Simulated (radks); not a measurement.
Question: All-electron atom: the sulfur ion S3+ in [Ne] 3s2 3p1. All-electron calculation, Dirac Kohn-Sham, LDA (Slater exchange, Perdew-Wang correlation), spin-unpolarised, spherical densities, finite nucleus; open shells fill j = l - 1/2 first; Fermi nuclear charge, rms radius 3.2611 fm. Program: a radial shooting solver on a logarithmic mesh with Libxc functionals. Some entries of the table are withheld. Estimate them.

| orbital | occ. | eigenvalue (hartree) | <1/r> (bohr^-1) | <r> (bohr) |
|---|---|---|---|---|
| 1s1/2 | 2 | -89.67339 | (1) | 0.09714 |
| 2s1/2 | 2 | -9.27461 | 3.065 | 0.4797 |
| 2p1/2 | 2 | (2) | (3) | 0.4400 |
| 2p3/2 | 4 | (4) | (5) | 0.4423 |
| 3s1/2 | 2 | -1.92075 | (6) | 1.519 |
| 3p1/2 | 1 | (7) | 0.8204 | 1.655 |
| 3p3/2 | 0 | (8) | 0.8173 | 1.660 |

Answer: 
(1) 1s1/2 <1/r> (bohr^-1): 15.62
(2) 2p1/2 eigenvalue (hartree): -7.31711
(3) 2p1/2 <1/r> (bohr^-1): 2.979
(4) 2p3/2 eigenvalue (hartree): -7.27046
(5) 2p3/2 <1/r> (bohr^-1): 2.959
(6) 3s1/2 <1/r> (bohr^-1): 0.9134
(7) 3p1/2 eigenvalue (hartree): -1.48801
(8) 3p3/2 eigenvalue (hartree): -1.48299
